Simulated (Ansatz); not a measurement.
The cluster Ru₃H₃⁺, relaxed as a singlet with RKS PBE0-D4/def2-TZVP in Ansatz, starting from the GFN1-xTB geometry. Force threshold 0.02 eV/Å.

In the def2 sets Ru takes a core potential; there is no spin–orbit coupling. The restricted singlet is unstable towards broken spin symmetry in Hartree–Fock (as tested in another run); at PBE0-D4/def2-TZVP this wasn't settled. The relaxation made no stability test and no search for a lower SCF solution. No other spin state of charge 1 was run. Another isomer (quintet) lies 1.39 eV lower at PBE0-D4/def2-TZVP; other spin states weren't run for this one.

Start:

```csv
atom,x (Å),y (Å),z (Å)
Ru1,-0.8994,0.5864,0.8366
Ru2,1.0308,0.7278,-0.5098
Ru3,-0.1328,-1.3138,-0.3283
H4,0.1921,1.9018,0.4746
H5,1.3014,-0.8483,-1.2103
H6,-1.4921,-1.0539,0.7372
```

Q: Estimate the energy that the relaxation releases and the steps that it takes.

A: 125.3 kJ/mol, in 28 steps; 87 s on 4 threads of Arm Neoverse V1 on a shared host. The force fell under the threshold at step 12, but the optimiser went on and released 0.340 eV more. No frequencies were taken in this run, so the end may be a saddle point.

Q: Does the start keep its bonding and symmetry?

A: Bonds lost: Ru3–H5, Ru3–H6 (atoms count from 1). Point group D3h at the start, Cs at the end, both within 0.05 Å.

Q: Predict the relaxed structure.

A: 
```xyz
6

Ru   -1.221    0.415    0.522
Ru    0.865    0.574   -0.927
Ru   -0.824   -0.835   -1.279
H     0.290    1.233    0.552
H     1.464   -0.616   -0.141
H    -0.573   -0.772    1.272
```
Bond lengths (bridged metal pairs left out): 2 × Ru–Ru 2.23 Å; 4 × H–Ru 1.55 to 1.72 Å.
